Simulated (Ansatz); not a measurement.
```yaml
crystal:
  periodic: [false, false, false]
  atoms:
    - {symbol: C, position_ang: [-2.470555, 2.135949, -0.884451]}
    - {symbol: Sn, position_ang: [-0.500973, -1.385621, -0.553957]}
    - {symbol: C, position_ang: [2.985620, -0.832205, 1.427796]}
    - {symbol: H, position_ang: [-4.247583, 1.872408, -1.892787]}
    - {symbol: H, position_ang: [-1.315688, 3.494586, -1.917497]}
    - {symbol: H, position_ang: [-2.875518, 2.894996, 0.988151]}
    - {symbol: H, position_ang: [0.102073, -2.576643, -3.505965]}
    - {symbol: H, position_ang: [-2.340044, -3.514835, 1.052538]}
    - {symbol: H, position_ang: [4.168650, 0.513308, 0.409543]}
    - {symbol: H, position_ang: [2.613385, -0.094951, 3.315833]}
    - {symbol: H, position_ang: [4.004032, -2.614704, 1.599724]}
basis:
  gaussian: {orbitals: def2-TZVPP}
total_charge: -1
magnetization: {spin_polarized: true, initial_magnetization: 1}
hamiltonian: {xc: {name: r2SCANh}}
scf: {lower_state_search: off}
```

```sh
$ ansatz run in.yaml --threads 4 --pin off --events-out ev --progress --plain --max-ram 10444MiB
```

Output, abridged:

```
Functional definition: r2SCANh
1235 factors; their error is unknown
mean field evaluation 1: about -7996.9544 eV, gradient 2.8e1 eV
mean field evaluation 2: about -7894.6237 eV, gradient 1.2e2 eV
mean field evaluation 4: about -7997.8076 eV, gradient 3.0e1 eV
mean field evaluation 8: about -8007.6417 eV, gradient 5.8e0 eV
mean field evaluation 16: about -8008.2724 eV, gradient 3.0e0 eV
mean field -8009.38722514 eV, -294.3395515661 hartree, gradient 8.4e-6 eV, S^2 4.125908; 0 other end points of the search recorded, 0 dependent functions left out
reference -8009.38725570 eV, -294.3395526894 hartree; 22, 21 occupied and 202, 203 virtual orbitals, 1235 factors
Total energy: -8009.38725570 eV, -294.3395526894 hartree
Checks for a lower state left out: stability, starts, cluster_reference, orbital_swaps, neighbouring_geometries, increment
```

In this input the coordinates are in bohr but typed as ångström. Self-consistency was reached. The result belongs to that input, not to the molecule as meant.
